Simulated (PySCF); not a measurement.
# Ionisation energy of Al⁺ by level of theory

Al⁺ [Ne] 3s2 (1S) → Al²⁺ [Ne] 3s1 (2S), as a difference of total energies. Calculation: PySCF 2.14, in def2-SVP (4s3p1d, 18 functions); the non-relativistic Hamiltonian (point nucleus). Correlated levels: valence: [Ne] frozen. The calculations carry no spin-orbit coupling.

| method | ionisation energy (eV) | error (eV) |
| --- | --- | --- |
| UHF | 17.481 | -1.348 |
| LDA | 18.893 | +0.064 |
| B3LYP | 18.919 | +0.090 |
| MP2 (valence) | 18.173 | -0.656 |
| SCS-MP2 (valence) | 18.312 | -0.517 |
| CCSD (valence) | 18.519 | -0.310 |

Reference: 18.829 eV (measured; NIST Atomic Spectra Database, ionization energies).

Errors of the correlated levels include the incompleteness of this basis and the frozen core.

With two correlated electrons CCSD is exact in that space.
